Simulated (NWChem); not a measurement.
Si$_{2}$H$_{3}$F, singlet; SMILES F[Si][SiH3]

Results from NWChem. Low-valent species are run as closed-shell singlets; no triplet was tried in these runs. The geometry was optimised at PBE-D3(BJ)/def2-SVP.

For level TPSS/def2-SVP:

```
Quantity    Result
----------  ------
dipole (D)    0.81
```

Task: Estimate the same quantities for level TPSS/def2-SVPD.

Result: 
| Item | Result |
|---|---|
| dipole (D) | 1.01 |
